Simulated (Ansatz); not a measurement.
The cluster FePt₂⁺. Charge 1, multiplicity 2. Geometry PBE0-D4/def2-TZVP, that of the neutral singlet; atoms count from 1.

```xyz
3

Fe   -0.171    0.880   -0.939
Pt   -0.815    0.108    1.146
Pt    0.986   -0.987   -0.207
```

In the def2 sets Pt takes a core potential; there is no spin–orbit coupling. The charge 1 doublet is spin-contaminated (final ⟨S²⟩ up to 2.78, 0.75 for a pure state). The structure comes from a short search, and lower isomers may exist.

(1) Estimate the Mulliken populations from the PBE0/def2-TZVP orbitals of Ansatz.

(2) Where does the spin sit?

(3) And the Mayer bond orders between bonded heavy atoms (over 0.3)?

Answers

(1) 
```csv
atom,charge (e),spin (α − β),d electrons
Fe1,0.48,2.60,6.63
Pt2,0.26,-0.80,8.85
Pt3,0.26,-0.80,8.85
```
Mulliken values and Mayer orders depend strongly on the basis.

(2) Summed by element: Fe 2.60, Pt -1.60, of 1 unpaired in all. Largest on single atoms: Fe1 2.60, Pt3 -0.80, Pt2 -0.80.

(3) Fe1–Pt2 1.02 (2.32 Å); Fe1–Pt3 1.02 (2.32 Å); Pt2–Pt3 1.31 (2.50 Å).
